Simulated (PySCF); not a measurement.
# Electron affinity of Sb by level of theory

Sb⁻ [Kr] 4d10 5s2 5p4 (3P) → Sb [Kr] 4d10 5s2 5p3 (4S), as a difference of total energies. Calculation: PySCF 2.14, in aug-cc-pwCVDZ-PP with ECP28MDF; a scalar-relativistic core potential. Correlated levels: valence: 4s2 4p6 4d10 frozen; valence and next inner shell: nothing frozen outside the core potential. The calculations carry no spin-orbit coupling.

```
                                method  electron affinity (eV)  difference from reference (eV)
                                   UHF                  -0.101                          -1.148
                                   LDA                   1.154                          +0.107
                                   PBE                   0.927                          -0.120
                                  PBE0                   0.862                          -0.185
                                r2SCAN                   0.882                          -0.165
                                  BLYP                   0.971                          -0.076
                                 HSE06                   0.925                          -0.122
                                 M06-L                   0.905                          -0.142
                                PBEsol                   0.913                          -0.134
                         MP2 (valence)                   0.404                          -0.643
                     SCS-MP2 (valence)                   0.427                          -0.620
    MP2 (valence and next inner shell)                   0.396                          -0.651
SCS-MP2 (valence and next inner shell)                   0.407                          -0.640
```

Reference: 1.047 eV (measured; photodetachment measurements, as compiled on the Wikipedia data page of electron affinities).

The reference lies between the lowest fine-structure levels, while these numbers refer to the centres of the terms.

Errors of the correlated levels include the incompleteness of this basis and the frozen core.

A negative affinity means that the anion lies above the atom at that level of theory.

In the anion the highest occupied orbital energy is positive at LDA, PBE, PBE0, r2SCAN, BLYP, HSE06, M06-L, PBEsol, a self-interaction effect; the basis confines that electron, and the energy difference can still be sensible.
